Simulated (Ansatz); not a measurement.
Geometry optimisation, RKS revPBE-D4/STO-3G (Ansatz 0.2.0).

Input file:

```yaml
crystal:
  periodic: [false, false, false]
  atoms:
    - { symbol: C, position_ang: [-0.6766, -1.0723, -0.1173] }
    - { symbol: Si, position_ang: [0.6138, 0.1642, 0.3223] }
    - { symbol: F, position_ang: [1.955, -0.3829, -0.3251] }
    - { symbol: C, position_ang: [0.3454, 1.9073, -0.3281] }
    - { symbol: "N", position_ang: [0.0336, 2.9561, -0.7366] }
    - { symbol: H, position_ang: [-0.4968, -2.0155, 0.2401] }
    - { symbol: H, position_ang: [-1.658, -0.7209, 0.3034] }
    - { symbol: H, position_ang: [-0.8086, -1.0743, -1.2213] }
    - { symbol: H, position_ang: [0.7807, 0.1921, 1.8455] }
basis:
  gaussian: { orbitals: STO-3G }
hamiltonian:
  xc: revpbe
  dispersion: d4
relax:
  f_tol: 0.015
  max_steps: 40
```

Launched with:

```bash
$ ansatz run input.yaml --threads 1 --pin off --max-ram 2048MiB --backend cpu --events-out ev --progress --plain --runs-dir out
```

Q: Where does it end, and by what steps?

A: The run converged. Limits of this set-up: minimal basis. After 5 steps the energy has fallen by 0.565 eV; F3 moved furthest, 0.17 Å.

```
step  energy less start (eV)  largest force component (eV/Å)  accepted
   0                  0.0000                           5.446       yes
   1                 -0.5206                           1.104       yes
   2                 -0.5577                           0.390       yes
   3                 -0.5649                           0.042       yes
   4                 -0.5653                           0.022       yes
   5                 -0.5654                           0.012       yes
```

```xyz
9
Properties=species:S:1:pos:R:3
C -0.727 -1.028 -0.138
Si 0.682 0.127 0.349
F 2.119 -0.350 -0.311
C 0.277 1.831 -0.296
N 0.013 2.932 -0.726
H -0.548 -2.052 0.239
H -1.680 -0.669 0.291
H -0.845 -1.082 -1.234
H 0.798 0.244 1.807
```

Whether the end is a true minimum wasn't checked by a vibrational analysis.

Time of the run: 12 s on 1 thread of Intel(R) Xeon(R) Processor @ 2.70GHz, with other jobs on the host, peak memory 0.15 GiB.
